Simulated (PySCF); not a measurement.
A PySCF script (with the pyscf-properties extension) for the NMR shieldings of SMILES C1=C[C@@H]2C(OCC)=C[C@H]1C2, C9H12O, on a GFN2-xTB geometry:

```python
import basis_set_exchange as bse
import numpy as np
from pyscf import gto, dft
from pyscf.prop import nmr

atoms = """
C     3.532617    0.577155   -0.640495
C     2.119281    0.100375   -0.930844
O     1.330794    0.321498    0.224772
C     0.047289   -0.076640    0.147289
C    -0.676918   -0.648062   -0.813788
C    -2.085459   -0.801046   -0.250996
C    -2.615261    0.612754   -0.060368
C    -1.887568    1.177593    0.891343
C    -0.870049    0.144316    1.348172
C    -1.731837   -1.122112    1.212558
H     4.165260    0.413830   -1.508444
H     3.524032    1.636119   -0.396868
H     3.940113    0.031964    0.206622
H     2.113699   -0.970355   -1.179059
H     1.688738    0.650572   -1.779271
H    -0.404959   -0.917176   -1.814841
H    -2.734486   -1.490888   -0.783215
H    -3.408013    1.038275   -0.645812
H    -1.933893    2.177250    1.278761
H    -0.363021    0.337568    2.288031
H    -1.166130   -2.045932    1.327337
H    -2.594639   -1.127671    1.878265
"""
names = dict.fromkeys(["C", "O", "H"], "pcSseg-1")
basis = {el: gto.basis.parse(bse.get_basis(n, elements=[el], fmt="nwchem")) for el, n in names.items()}
mol = gto.M(atom=atoms, basis=basis, charge=0, verbose=0)
mf = dft.RKS(mol, xc="PBE0")
mf.grids.level = 2
mf.grids.alignment = dft.numint.BLKSIZE   # the property module wants whole blocks of grid points
mf.conv_tol = 1e-9
mf.kernel()

calc = nmr.RKS(mf)   # GIAO
C = mf.mo_coeff
Co = C[:, mf.mo_occ > 0]
resp = mf.gen_response(singlet=True, hermi=2)
def vind(x):   # induced exchange potential for any number of trial vectors
    d = np.einsum("pi,xij,qj->xpq", C, 2 * x.reshape(-1, C.shape[1], Co.shape[1]), Co, optimize=True)
    return np.einsum("xpq,pi,qj->xij", resp(d - d.transpose(0, 2, 1)), C, Co, optimize=True).ravel()
mo1, _ = nmr.rhf.solve_mo1(calc, with_cphf=vind)
sigma = calc.kernel(mo1)
for i, s in enumerate(sigma):   # ppm
    print("%2d %-2s %9.2f" % (i, mol.atom_pure_symbol(i), np.trace(s) / 3))
```

Q: Give the expected output.

A: 
```
 0 C     169.49
 1 C     118.93
 2 O     191.54
 3 C      -2.50
 4 C      80.34
 5 C     136.08
 6 C      29.65
 7 C      36.81
 8 C     130.95
 9 C     108.63
10 H      30.64
11 H      30.13
12 H      30.13
13 H      27.92
14 H      28.04
15 H      26.55
16 H      28.39
17 H      24.39
18 H      24.56
19 H      28.57
20 H      29.44
21 H      29.54
```

These numbers come from an equivalent density-fitted implementation of the same equations, which agrees with the script to about 0.01 ppm for H and up to a few tenths of a ppm for heavy atoms, so last digits may differ.

Q: Turn these shieldings into chemical shifts. Scale: TMS for 13C (σref 186.93) and 1H (σref 31.72); 17O (σref 336.08) vs H2O (reference shieldings calculated alike).

A: Averaging equivalent atoms: C 3: 189.4; C 6: 157.3; C 7: 150.1; C 4: 106.6; C 9: 78.3; C 1: 68.0; C 8: 56.0; C 5: 50.8; C 0: 17.4; O 2: 144.5; H 17: 7.33; H 18: 7.15; H 15: 5.17; H 13: 3.79; H 14: 3.67; H 16: 3.33; H 19: 3.14; H 20: 2.27; H 21: 2.18; H 10/11/12: 1.42 ppm. Experimental scales use liquid or dissolved standards, which lie at an offset from isolated H2O (liquid H2O: subtract about 36 ppm).

Size and cost of the density-fitted run: 230 basis functions, 39 s wall time on 1 thread of an Arm Neoverse V2, shared host.
